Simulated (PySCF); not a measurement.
## Mayer bond orders and bond lengths

C7H9F.
Numbering: `[CH3:1][C:2]1=[CH:3][CH:4]=[CH:5][C@:6]1([CH3:7])[F:8]` (hydrogens: H9, H10, H11 on C1; H12 on C3; H13 on C4; H14 on C5; H15, H16, H17 on C7)

Cartesian coordinates in Å at the GFN2-xTB level; atoms count from 1:
```xyz
17
C7H9F angstrom
C      2.046   -0.154   -0.321
C      0.615   -0.502   -0.150
C      0.057   -1.644    0.271
C     -1.394   -1.531    0.237
C     -1.742   -0.322   -0.206
C     -0.496    0.496   -0.436
C     -0.434    1.696    0.508
F     -0.422    0.976   -1.738
H      2.213    0.240   -1.323
H      2.673   -1.029   -0.169
H      2.341    0.617    0.392
H      0.579   -2.532    0.578
H     -2.058   -2.329    0.518
H     -2.726    0.076   -0.363
H     -1.290    2.344    0.333
H      0.477    2.259    0.321
H     -0.446    1.353    1.539
```

Bond orders from the PBE0/pcSseg-1 density (PySCF). Geometry: GFN2-xTB; no solvent, vibrations or thermal averaging.

Task: Where do the orders between heavy atoms depart from those drawn in the SMILES?

Result: The largest departure is 0.231, at C2–C3 (drawn double, 1.769). Drawn single, order below 0.88: C6–F8 (0.878).

Task: Give the Mayer order of every bond between heavy atoms, beside its length.

Result: 
```json
{"bond": "C1–C2", "drawn as": "single", "length (Å)": "1.483", "Mayer order": "1.082"}
{"bond": "C2–C3", "drawn as": "double", "length (Å)": "1.338", "Mayer order": "1.769"}
{"bond": "C3–C4", "drawn as": "single", "length (Å)": "1.457", "Mayer order": "1.075"}
{"bond": "C4–C5", "drawn as": "double", "length (Å)": "1.334", "Mayer order": "1.792"}
{"bond": "C5–C6", "drawn as": "single", "length (Å)": "1.509", "Mayer order": "1.006"}
{"bond": "C6–C7", "drawn as": "single", "length (Å)": "1.529", "Mayer order": "1.000"}
{"bond": "C6–F8", "drawn as": "single", "length (Å)": "1.390", "Mayer order": "0.878"}
{"bond": "C6–C2", "drawn as": "single", "length (Å)": "1.520", "Mayer order": "0.957"}
```

Bonds between the same two heavy elements. C–C: lowest C6–C2 (0.957, 1.520 Å), highest C4–C5 (1.792, 1.334 Å); in 1 of the 21 pairs the longer bond (by over 0.003 Å) has the higher order (by 0.02 or more).

Task: And the bonds to hydrogen?

Result: C–H: 0.94 to 0.99 (9 bonds).

Task: Sum the orders of all bonds at each heavy atom with more than one neighbour and set the sums beside the valence in the SMILES.

Result: C1 3.916 (drawn 4), C2 3.808 (drawn 4), C3 3.834 (drawn 4), C4 3.846 (drawn 4), C5 3.777 (drawn 4), C6 3.841 (drawn 4), C7 3.865 (drawn 4). Orders between atoms that aren't bonded are not in these sums.

For a closed shell the Mayer order of atoms A and B is Σ (PS)μν (PS)νμ over the basis functions μ on A and ν on B, with P the density and S the overlap matrix.
